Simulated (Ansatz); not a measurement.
Frontier orbitals of C$_{2}$H$_{6}$F$_{3}$HfN, SMILES `C[N](C)[Hf]([F])([F])[F]`.

Charge 0, multiplicity 1. Correlated methods include outer-core shells of Hf, which these sets cover unevenly. Hf takes the def2 core potential. All single points use the PBE0-D4/def2-TZVP geometry. It is one conformer, not always the lowest. Basis def2-TZVPP, the Gaussian-basis code of Ansatz.

Orbital energies of one run (eV). Highest occupied ones, from the top: -6.03, -8.58, -9.78, -9.99, -10.07, -10.23, -10.30, -10.41, -10.62, -10.66, -11.04, -11.16, -11.29, -11.97. Empty: -1.06, -1.01, -0.35, -0.07, -0.04, 0.29.

Which functional gave them?
A. B97M-V
B. LC-ωPBE
C. r2SCAN0
D. PBE0

A. HOMO energies: B97M-V -6.03, LC-ωPBE -9.66, PBE0 -7.00, r2SCAN0 -7.17 eV.

LC-ωPBE has ω = 0.4 bohr⁻¹.
